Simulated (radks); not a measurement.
Species: the calcium ion Ca4+. Configuration: [He] 2s2 2p4 3s2 3p4 3d2 (not the ground configuration).

All-electron calculation, scalar-relativistic Kohn-Sham, XLYP, spin-polarised, spherical densities, point nucleus; open shells are filled with parallel spins first. Program: a radial shooting solver on a logarithmic mesh with Libxc functionals.

Energy parts (eV):
part                      energy
total                 -17650.074
kinetic                17778.683
electron-nucleus      -40621.714
Hartree                 6079.202
exchange-correlation    -886.246

Orbitals (lengths in bohr, moments of r in powers of bohr; r(max) is where P^2 peaks):
orbital,occ.,eigenvalue (eV),r(max)
1s up,1,-4122.435,0.05027
1s down,1,-4115.546,0.05023
2s up,1,-535.7236,0.2926
2s down,1,-523.2491,0.2937
2p up,3,-464.8782,0.2374
2p down,1,-450.5333,0.2388
3s up,1,-110.2546,0.9045
3s down,1,-103.6611,0.9146
3p up,3,-89.8270,0.9124
3p down,1,-83.3843,0.9274
3d up,2,-57.9033,0.8482
3d down,0,-52.1382,0.8749

The highest occupied level is 3d up at -57.903 eV. Spin moment in Bohr magnetons: 6. Summed over all electrons, <r^2> = 11.31 bohr^2, which gives a Langevin (diamagnetic) susceptibility term of -8.96 x 10^-6 cm^3/mol.
